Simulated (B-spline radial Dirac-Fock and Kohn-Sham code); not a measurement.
Energy-loss ionisation edge L2 (2p1/2) of Cu

System: neutral copper in the configuration [Ar] 3d10 4s1. Method: the first Born approximation with generalised oscillator strengths from a Dirac-Hartree-Slater potential (longitudinal and transverse terms; continuum final states only, so no white lines or fine structure). Computed with a radial B-spline solver. The edge is taken at 952.3 eV (tabulated value).

Input of the calculation (task.json; shells as n, l, electrons):

```json
{"items": [{
  "Z": 29,
  "q": 0,
  "cfg": [[1, 0, 2], [2, 0, 2], [2, 1, 6], [3, 0, 2], [3, 1, 6], [3, 2, 10], [4, 0, 1]],
  "A": 63,
  "rrms": 3.8823,
  "do": "eels",
  "beams": [[60, 20], [60, 100], [80, 20], [80, 100], [100, 10], [100, 20], [100, 100], [120, 5], [120, 20], [120, 50], [120, 100], [300, 5], [300, 10], [300, 20]],
  "edges": {"L2": 952.3}
}]}
```

Launch: `python xray2_run.py task.json out`

Partial cross sections σ(β, Δ) in barn, integrated over a window Δ above the edge and up to the collection semi-angle β, for parallel illumination:

```csv
E₀ (kV),β (mrad),Δ = 25 eV,Δ = 50 eV,Δ = 100 eV,Δ = 200 eV,Δ = 300 eV
60,20,157,332,626,1060,1350
60,100,341,726,1400,2460,3250
80,20,156,330,626,1060,1370
80,100,292,620,1200,2110,2790
100,10,87.6,184,347,583,741
100,20,153,324,615,1050,1350
100,100,?,?,?,?,?
120,5,41.6,87.2,163,269,338
120,20,150,317,602,1030,1330
120,50,214,456,876,1530,2010
120,100,235,500,965,1700,2260
300,5,63.9,135,255,432,553
300,10,99.4,211,401,688,890
300,20,132,280,536,930,1210
```

Q: Give the row for 100 kV and 100 mrad.

A: 259 b for 25 eV, 550 b for 50 eV, 1060 b for 100 eV, 1870 b for 200 eV, 2480 b for 300 eV.
